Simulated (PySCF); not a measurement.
Species: C4H14AlN.
Geometry (PBE0-D3(BJ)/def2-SVP, Å), atoms numbered from 1 in this order:
```
atom  x, y, z in Å
C1     2.5217   -0.4581    0.2086
Al2    1.1593    0.2317   -1.0538
N3    -0.6421    0.0997   -0.0048
C4    -1.6950    0.6288   -0.8790
C5    -0.9070   -1.3064    0.3175
C6    -0.5464    0.9009    1.2194
H7     2.6261    0.1462    1.1262
H8     2.3562   -1.5061    0.5134
H9     3.5104   -0.4381   -0.2834
H10    1.1568    1.8213   -1.3293
H11    0.7721   -0.7145   -2.3018
H12   -1.4685    1.6739   -1.1295
H13   -2.6806    0.5747   -0.3833
H14   -1.7216    0.0468   -1.8102
H15   -0.9341   -1.8937   -0.6103
H16   -0.1014   -1.6960    0.9539
H17   -1.8704   -1.4140    0.8469
H18    0.2437    0.4949    1.8648
H19   -0.2860    1.9359    0.9581
H20   -1.5035    0.8934    1.7706
```

Method used: PBE0-D3(BJ)/def2-SVP geometry optimisation, gas phase in PySCF 2.14.0.

**Question.** Which atoms are bound to Al2, and at what distances?

**Answer.** 4 atoms: H10 1.613 Å, H11 1.613 Å, C1 1.981 Å, N3 2.089 Å. The nearest atom not counted as bound is H9, at 2.56 Å.

**Question.** List the angles at Al2.

**Answer.** 
```tsv
angle	degrees	distance of the outer atoms (Å)
C1–Al2–H11	117.0	3.07
C1–Al2–H10	116.9	3.07
H10–Al2–H11	116.4	2.74
C1–Al2–N3	104.5	3.22
N3–Al2–H10	98.4	2.82
N3–Al2–H11	98.3	2.82
```

**Question.** What is the shape at Al2?

**Answer.** Distorted tetrahedral: angles from 98.3° to 117.0°; τ4 = (360° − α − β)/141° = 0.89 with α and β the two widest (0 for a square, 1 for a tetrahedron).

**Question.** What are the other bond lengths?

**Answer.** N3–C4, N3–C5, N3–C6 1.467 Å; C1–H7, C1–H8, C1–H9 1.104 Å; C4–H12 and 8 like bonds 1.100 Å.

**Question.** Give some angles away from the centre.

**Answer.** Al2–N3–C4 107.3°, Al2–N3–C5 109.1°, C4–N3–C5 110.3°, C5–N3–C6 110.6°.

**Question.** What are the rotational constants (commonest isotopes, rigid rotor)?

**Answer.** A = 3690, B = 1867, C = 1719 MHz: an asymmetric top.

Point group: near Cs, missed by 0.09 Å at most; the miss may be what the optimiser left on a soft mode. Charge 0, singlet. No PBE0-D3(BJ)/def2-SVP frequencies stand behind this structure, so it isn't proved a minimum.
